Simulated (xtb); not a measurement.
H4P2, charge +1, doublet, from a rough starting geometry (a state made from the parent by changing its charge; the spin is typed, not shown lowest); GFN2-xTB run with xtb.

The xtb input:
```
$ xtb mol.xyz --gfn 2 --chrg 1 --uhf 1 --opt vtight --json

# file mol.xyz
6

P     -1.05288794    -0.34689865     0.53594793
P      1.07674416     0.19108510     0.57295915
H     -1.51036173     1.03406208     0.40508441
H     -1.19855947    -0.61600780    -0.88163002
H      1.46628245    -1.03874692     0.17639273
H      1.17885055     0.72339314    -0.71041624
```

The log (banner, timings and long lists left out):

```
   ID    Z sym.   atoms
    1   15 P      1, 2
    2    1 H      3-6

           -------------------------------------------------
          |                Calculation Setup                |
           -------------------------------------------------

           -------------------------------------------------
          |                 G F N 2 - x T B                 |
           -------------------------------------------------

          ...................................................
          :                      SETUP                      :
          :.................................................:
          :  # basis functions                  24          :
          :  # atomic orbitals                  22          :
          :  # shells                           10          :
          :  # electrons                        13          :
          :  max. iterations                   250          :
          :  Hamiltonian                  GFN2-xTB          :
          :  restarted?                      false          :
          :  GBSA solvation                  false          :
          :  PC potential                    false          :
          :  electronic temp.          300.0000000     K    :
          :  accuracy                    1.0000000          :
          :  -> integral cutoff          0.2500000E+02      :
          :  -> integral neglect         0.1000000E-07      :
          :  -> SCF convergence          0.1000000E-05 Eh   :
          :  -> wf. convergence          0.1000000E-03 e    :
          :  Broyden damping             0.4000000          :
          :  net charge                          1          :
          :  unpaired electrons                  1          :
          ...................................................

 iter      E             dE          RMSdq      gap      omega  full diag
   1     -6.5711285 -0.657113E+01  0.777E+00    4.84       0.0  T
   2     -6.5885001 -0.173717E-01  0.320E+00    4.97       1.0  T
   3     -6.5901300 -0.162987E-02  0.115E+00    5.05       1.0  T
   4     -6.5877944  0.233562E-02  0.158E+00    5.05       1.0  T
   5     -6.5901910 -0.239660E-02  0.480E-01    5.07       1.0  T
   6     -6.5903065 -0.115499E-03  0.207E-01    5.08       1.0  T
   7     -6.5903272 -0.206889E-04  0.408E-02    5.08       1.0  T
   8     -6.5903276 -0.475252E-06  0.195E-02    5.08       2.1  T
   9     -6.5903277 -0.950167E-07  0.197E-02    5.08       2.1  T
[...]
 * total energy  :    -6.5810977 Eh     change       -0.5291585E-03 Eh
 * total energy  :    -6.5811303 Eh     change       -0.3259517E-04 Eh
 * total energy  :    -6.5811745 Eh     change       -0.4424428E-04 Eh
 * total energy  :    -6.5812463 Eh     change       -0.7172583E-04 Eh
 * total energy  :    -6.5812815 Eh     change       -0.3520282E-04 Eh
 * total energy  :    -6.5812768 Eh     change        0.4631813E-05 Eh
 * total energy  :    -6.5812981 Eh     change       -0.2123755E-04 Eh
 * total energy  :    -6.5813003 Eh     change       -0.2254854E-05 Eh
 * total energy  :    -6.5813014 Eh     change       -0.1072297E-05 Eh
 * total energy  :    -6.5813015 Eh     change       -0.1372660E-06 Eh
 * total energy  :    -6.5813018 Eh     change       -0.2383822E-06 Eh
 * total energy  :    -6.5813018 Eh     change       -0.1948163E-07 Eh
   *** GEOMETRY OPTIMIZATION CONVERGED AFTER 29 ITERATIONS ***
         :: total energy              -6.581301787860 Eh    ::
[...]
      -------------------------------------------------------------
                  HL-Gap            0.1759342 Eh            4.7874 eV
             Fermi-level           -0.5512905 Eh          -15.0014 eV

     #   Z          covCN         q      C6AA      α(0)
     1  15 P        2.933     0.272   148.772    21.914
     2  15 P        2.933     0.272   148.772    21.914
     3   1 H        0.977     0.114     1.658     2.012
     4   1 H        0.977     0.114     1.657     2.012
     5   1 H        0.977     0.114     1.658     2.012
     6   1 H        0.977     0.114     1.657     2.012

 Mol. C6AA /au·bohr⁶  :        870.946156
 Mol. C8AA /au·bohr⁸  :      39740.702726
 Mol. α(0) /au        :         51.876148

Wiberg/Mayer (AO) data.
largest (>0.10) Wiberg bond orders for each atom

 ---------------------------------------------------------------------------
     #   Z sym  total        # sym  WBO       # sym  WBO       # sym  WBO
 ---------------------------------------------------------------------------
     1  15 P    3.335 --     2 P    1.397     3 H    0.912     4 H    0.912
     2  15 P    3.335 --     1 P    1.397     5 H    0.912     6 H    0.912
     3   1 H    0.986 --     1 P    0.912
     4   1 H    0.986 --     1 P    0.912
     5   1 H    0.986 --     2 P    0.912
     6   1 H    0.986 --     2 P    0.912
 ---------------------------------------------------------------------------

Topologies differ in total number of bonds
Writing topology from bond orders to xtbtopo.mol

molecular dipole:
                 x           y           z       tot (Debye)
 q only:       -0.013      -0.017       0.031
   full:       -0.013      -0.017       0.031       0.095
molecular quadrupole (traceless):
                xx          xy          yy          xz          yz          zz
 q only:        4.987      -0.016      -3.583       0.111      -0.026      -1.404
  q+dip:        6.311      -1.539      -5.226       0.111      -0.075      -1.084
   full:        5.726      -1.322      -4.969       0.097      -0.072      -0.756

optimized geometry written to: xtbopt.xyz

           -------------------------------------------------
          | TOTAL ENERGY               -6.581301787860 Eh   |
          | GRADIENT NORM               0.000051243087 Eh/α |
          | HOMO-LUMO GAP               4.787412551179 eV   |
           -------------------------------------------------

normal termination of xtb
```
